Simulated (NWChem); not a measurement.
System: CH₅FOSi₂; SMILES O=C([SiH3])[SiH2]F

Here is an NWChem input.

```
start job
memory heap 200 mb stack 900 mb global 1100 mb
geometry units angstroms noautoz
  O     -1.801338    -0.841526    -0.001541
  C     -0.650895    -0.450969     0.004660
  Si     0.854952    -1.687921    -0.001030
  Si    -0.398305     1.465902     0.019476
  F      1.206700     1.753530     0.017590
  H      1.685792    -1.418504     1.210876
  H      0.349258    -3.089260    -0.000377
  H      1.675771    -1.416468    -1.219357
  H     -1.000908     2.059201    -1.204312
  H     -0.994140     2.038949     1.256239
end
basis spherical
  * library def2-tzvp
end
dft
  xc pw6b95
  iterations 150
  semidirect filesize 400000000
  mulliken
end
task dft energy
```

Output (shortened):

```
             Northwest Computational Chemistry Package (NWChem) 7.3.0
             --------------------------------------------------------

 C1  symmetry detected

                             Geometry "geometry" -> ""
                             -------------------------

 Output coordinates in angstroms (scale by  1.889725989 to convert to a.u.)

  No.       Tag          Charge          X              Y              Z
 ---- ---------------- ---------- -------------- -------------- --------------
    1 O                    8.0000    -1.80394500    -0.88543892    -0.00267544
    2 C                    6.0000    -0.65759877    -0.48297641    -0.00011379
    3 Si                  14.0000     0.86095831    -1.70430419     0.00068523
    4 Si                  14.0000    -0.42483925     1.43645936     0.00211655
    5 F                    9.0000     1.17710192     1.74064813    -0.00319074
    6 H                    1.0000     1.69007105    -1.41850458     1.21001869
    7 H                    1.0000     0.36978927    -3.11076338     0.01085283
    8 H                    1.0000     1.67781426    -1.43223871    -1.22016610
    9 H                    1.0000    -1.03466307     2.01559487    -1.22487494
   10 H                    1.0000    -1.02544302     2.01127616     1.23574764

 Effective nuclear repulsion energy (a.u.)     274.8468267498

                                 NWChem DFT Module
                                 -----------------

 Summary of "ao basis" -> "ao basis" (spherical)
 ------------------------------------------------------------------------------
       Tag                 Description            Shells   Functions and Types
 ---------------- ------------------------------  ------  ---------------------
 O                         def2-tzvp                11       31   5s3p2d1f
 C                         def2-tzvp                11       31   5s3p2d1f
 Si                        def2-tzvp                13       37   5s5p2d1f
 F                         def2-tzvp                11       31   5s3p2d1f
 H                         def2-tzvp                 4        6   3s1p

            General Information
            -------------------
          SCF calculation type: DFT
          Wavefunction type:  closed shell.
          No. of atoms     :    10
          No. of electrons :    56
           Alpha electrons :    28
            Beta electrons :    28
          Charge           :     0
          Spin multiplicity:     1
          Use of symmetry is: off; symmetry adaption is: off
          Maximum number of iterations: 150
          AO basis - number of functions:   197
                     number of shells:    79
          Convergence on energy requested:  1.00D-06
          Convergence on density requested:  1.00D-05
          Convergence on gradient requested:  5.00D-04

              XC Information
              --------------
                       PW6B95 Method XC Functional
                     Hartree-Fock (Exact) Exchange  0.280
                    PW6B95 GGA Exchange Functional  0.720
                      PW6B95 Correlation Potential  1.000

             Grid Information
             ----------------
          Grid used for XC integration:  medium
          Radial quadrature: Mura-Knowles
          Angular quadrature: Lebedev.
          Tag              B.-S. Rad. Rad. Pts. Rad. Cut. Ang. Pts.
          ---              ---------- --------- --------- ---------
          O                   0.60       49          11.0       434
          C                   0.70       49          10.0       434
          Si                  1.10       88          12.0       590
          F                   0.50       49          12.0       434
          H                   0.35       45          13.0       434
          Grid pruning is: on
          Number of quadrature shells:   548
          Spatial weights used:  Erf1

      Superposition of Atomic Density Guess
      -------------------------------------

 Sum of atomic energies:        -792.04358082

      Non-variational initial energy
      ------------------------------

 Total energy =    -793.454439
 1-e energy   =   -1643.638167
 2-e energy   =     575.336901
 HOMO         =      -0.238486
 LUMO         =      -0.079802

------------------------------------------------------------
EAF file 0: "./job.aoints.0" size=517996544 bytes
------------------------------------------------------------
               write      read    awrite     aread      wait
               -----      ----    ------     -----      ----
     calls:      988         0         0         0         0
   data(b): 5.18e+08  0.00e+00  0.00e+00  0.00e+00
   time(s): 0.00e+00  0.00e+00  0.00e+00  0.00e+00  0.00e+00
rate(mb/s): 0.00e+00  0.00e+00
------------------------------------------------------------

     ---------------------------------------------
      Total Density - Mulliken Population Analysis
     ---------------------------------------------

    Atom       Charge   Shell Charges
 -----------   ------   -------------------------------------------------------
    1 O    8     8.69   0.79  1.18  0.61  0.96  0.29  1.99  2.08  0.76  0.00  0.02  0.00
    2 C    6     5.65   0.86  1.12  0.55  0.71  0.12  0.93  1.03  0.20  0.03  0.09  0.01
    3 Si  14    13.74   2.00  0.59  1.39  0.90  0.49  4.12  1.73  0.52  1.35  0.51  0.07  0.07  0.01
    4 Si  14    13.20   2.00  0.59  1.39  0.86  0.42  4.11  1.73  0.48  1.03  0.31  0.13  0.11  0.04
    5 F    9     9.53   0.77  1.20  0.61  1.01  0.31  2.37  2.36  0.88  0.00  0.01  0.00
    6 H    1     1.03   0.22  0.53  0.26  0.01
    7 H    1     1.04   0.22  0.54  0.27  0.01
    8 H    1     1.03   0.22  0.53  0.26  0.01
    9 H    1     1.04   0.22  0.54  0.28  0.01
   10 H    1     1.04   0.22  0.53  0.28  0.01

   convergence    iter        energy       DeltaE   RMS-Dens  Diis-err
 ---------------- ----- ----------------- --------- --------- ---------
 d= 0,ls=0.0,diis     1   -795.9121363257 -1.07D+03  6.07D-03  1.44D+00
 d= 0,ls=0.0,diis     2   -795.6122057460  3.00D-01  4.07D-03  4.64D+00
 d= 0,ls=0.0,diis     3   -796.0442185947 -4.32D-01  1.02D-03  1.17D-01
 d= 0,ls=0.0,diis     4   -796.0497267670 -5.51D-03  5.12D-04  6.14D-02
 d= 0,ls=0.0,diis     5   -796.0544703813 -4.74D-03  9.75D-05  1.05D-03
  Resetting Diis
 d= 0,ls=0.0,diis     6   -796.0545621471 -9.18D-05  2.38D-05  4.60D-05
 d= 0,ls=0.0,diis     7   -796.0545665383 -4.39D-06  2.19D-05  7.27D-06
 d= 0,ls=0.0,diis     8   -796.0545657452  7.93D-07  1.07D-05  1.66D-05
 d= 0,ls=0.0,diis     9   -796.0545674435 -1.70D-06  1.56D-06  7.66D-07
 d= 0,ls=0.0,diis    10   -796.0545675196 -7.61D-08  4.39D-07  6.87D-09

         Total DFT energy =     -796.054567519574
      One electron energy =    -1647.428069647261
           Coulomb energy =      645.541666827151
    Exchange-Corr. energy =      -69.014991449306
 Nuclear repulsion energy =      274.846826749842

 Numeric. integr. density =       56.000022032786

                       DFT Final Molecular Orbital Analysis
                       ------------------------------------

 Vector   26  Occ=2.000000D+00  E=-3.750791D-01
              MO Center=  7.4D-01, -2.2D+00,  1.4D-02, r^2= 2.6D+00
   Bfn.  Coefficient  Atom+Function         Bfn.  Coefficient  Atom+Function
  ----- ------------  ---------------      ----- ------------  ---------------
   175     -0.257670   7 H  s                78      0.235189   3 Si py
    77      0.186290   3 Si px              174     -0.165092   7 H  s
   176     -0.153468   7 H  s               169      0.131831   6 H  s
   181      0.127701   8 H  s                69     -0.097382   3 Si py
    75      0.097544   3 Si py              168      0.084563   6 H  s

 Vector   27  Occ=2.000000D+00  E=-3.704869D-01
              MO Center= -4.0D-01,  9.7D-01, -2.3D-03, r^2= 4.9D+00
   Bfn.  Coefficient  Atom+Function         Bfn.  Coefficient  Atom+Function
  ----- ------------  ---------------      ----- ------------  ---------------
   116      0.233971   4 Si pz              187     -0.189039   9 H  s
   193      0.188710  10 H  s               144     -0.165067   5 F  pz
     8     -0.153646   1 O  pz              188     -0.135514   9 H  s
   194      0.135442  10 H  s               147     -0.133765   5 F  pz
    79      0.128380   3 Si pz               11     -0.127271   1 O  pz

 Vector   28  Occ=2.000000D+00  E=-2.535464D-01
              MO Center= -8.5D-01, -5.4D-01, -5.7D-04, r^2= 3.0D+00
   Bfn.  Coefficient  Atom+Function         Bfn.  Coefficient  Atom+Function
  ----- ------------  ---------------      ----- ------------  ---------------
     7      0.334366   1 O  py               10      0.275482   1 O  py
    13      0.244369   1 O  py              115      0.212050   4 Si py
    77     -0.189619   3 Si px               38     -0.179136   2 C  py
    41     -0.172278   2 C  py              103     -0.167486   4 Si s
    67      0.146653   3 Si s                66      0.132455   3 Si s

 Vector   29  Occ=0.000000D+00  E=-7.910930D-02
              MO Center= -7.1D-01, -4.6D-01, -4.1D-04, r^2= 2.7D+00
   Bfn.  Coefficient  Atom+Function         Bfn.  Coefficient  Atom+Function
  ----- ------------  ---------------      ----- ------------  ---------------
    14      0.312281   1 O  pz               42     -0.307656   2 C  pz
     8      0.298873   1 O  pz               39     -0.287401   2 C  pz
    45     -0.268216   2 C  pz               11      0.246179   1 O  pz
   188     -0.191965   9 H  s               194      0.191589  10 H  s
   119     -0.167256   4 Si pz              182     -0.151871   8 H  s

 Vector   30  Occ=0.000000D+00  E=-1.405833D-02
              MO Center= -3.9D-01,  1.0D+00,  1.7D-03, r^2= 5.6D+00
   Bfn.  Coefficient  Atom+Function         Bfn.  Coefficient  Atom+Function
  ----- ------------  ---------------      ----- ------------  ---------------
    36      0.767427   2 C  s               117      0.731102   4 Si px
   104     -0.665377   4 Si s               118      0.608116   4 Si py
   176      0.403335   7 H  s                44      0.345690   2 C  py
    80      0.287358   3 Si px              141     -0.263416   5 F  s
   114      0.257115   4 Si px               67     -0.251708   3 Si s

 Vector   31  Occ=0.000000D+00  E= 8.792022D-03
              MO Center=  8.5D-01, -1.1D+00,  2.2D-03, r^2= 6.9D+00
   Bfn.  Coefficient  Atom+Function         Bfn.  Coefficient  Atom+Function
  ----- ------------  ---------------      ----- ------------  ---------------
    36      1.403771   2 C  s                80      1.177761   3 Si px
    81     -0.680692   3 Si py               43      0.659366   2 C  px
   117     -0.495374   4 Si px               67     -0.492537   3 Si s
   118      0.461869   4 Si py              182     -0.394648   8 H  s
   170     -0.389830   6 H  s                44     -0.350218   2 C  py

------------------------------------------------------------
EAF file 0: "./job.aoints.0" size=931659776 bytes
------------------------------------------------------------
               write      read    awrite     aread      wait
               -----      ----    ------     -----      ----
     calls:     1777         9         0     15984     15984
   data(b): 9.32e+08  4.72e+06  0.00e+00  8.38e+09
   time(s): 0.00e+00  0.00e+00  0.00e+00  0.00e+00  0.00e+00
rate(mb/s): 0.00e+00  0.00e+00
------------------------------------------------------------

     ---------------------------------------------
      Total Density - Mulliken Population Analysis
     ---------------------------------------------

    Atom       Charge   Shell Charges
 -----------   ------   -------------------------------------------------------
    1 O    8     8.26   0.79  1.18  0.62  0.91  0.33  1.88  1.78  0.74  0.00  0.03  0.00
    2 C    6     5.96   0.86  1.11  0.55  0.68  0.07  1.21  1.15  0.18  0.03  0.11  0.01
    3 Si  14    13.84   2.00  0.57  1.39  0.92  0.42  4.14  1.68  0.61  1.48  0.39  0.10  0.12  0.02
    4 Si  14    13.49   2.00  0.57  1.39  0.91  0.32  4.14  1.68  0.60  1.20  0.22  0.19  0.20  0.06
    5 F    9     9.33   0.77  1.20  0.61  0.97  0.36  2.29  2.15  0.97  0.00  0.01  0.00
    6 H    1     1.02   0.25  0.53  0.23  0.01
    7 H    1     1.02   0.25  0.53  0.23  0.01
    8 H    1     1.02   0.25  0.53  0.23  0.01
    9 H    1     1.03   0.25  0.53  0.24  0.01
   10 H    1     1.03   0.25  0.53  0.24  0.01

     -------------------------------------------
      Total Density - Lowdin Population Analysis
     -------------------------------------------

    Atom       Charge   Shell Charges
 -----------   ------   -------------------------------------------------------
    1 O    8     7.86   0.88  1.08  0.54  0.59  0.33  1.72  1.79  0.85  0.00  0.07  0.01
    2 C    6     6.52   0.92  1.04  0.40  0.37  0.23  1.06  1.26  0.61  0.05  0.50  0.08
    3 Si  14    13.70   2.00  0.84  1.10  0.56  0.34  3.86  1.87  0.72  1.26  0.68  0.10  0.31  0.07
    4 Si  14    13.73   2.00  0.84  1.09  0.53  0.31  3.85  1.87  0.69  1.07  0.50  0.21  0.55  0.23
    5 F    9     9.03   0.86  1.10  0.60  0.72  0.39  2.15  2.16  1.04  0.00  0.01  0.00
    6 H    1     1.03   0.25  0.47  0.29  0.02
    7 H    1     1.03   0.25  0.47  0.29  0.02
    8 H    1     1.03   0.25  0.47  0.29  0.02
    9 H    1     1.03   0.25  0.47  0.29  0.02
   10 H    1     1.03   0.25  0.47  0.29  0.02

     Multipole analysis of the density
     ---------------------------------

     L   x y z        total         alpha         beta         nuclear
     -   - - -        -----         -----         ----         -------
     0   0 0 0     -0.000000    -28.000000    -28.000000     56.000000

     1   1 0 0      0.239143      0.119571      0.119571      0.000000
     1   0 1 0      0.104660      0.052330      0.052330     -0.000000
     1   0 0 1      0.003493      0.001747      0.001747     -0.000000

     2   2 0 0    -37.606024   -129.386394   -129.386394    221.166763
     2   1 1 0     -3.850664      8.896519      8.896519    -21.643702
     2   1 0 1     -0.003493     -0.006908     -0.006908      0.010323
     2   0 2 0    -33.247064   -242.210235   -242.210235    451.173406
     2   0 1 1      0.001589     -0.016133     -0.016133      0.033855
     2   0 0 2    -32.408976    -26.883180    -26.883180     21.357384
```

Level: PW6B95/def2-TZVP. Geometry: optimised at PBE0/def2-SVP.
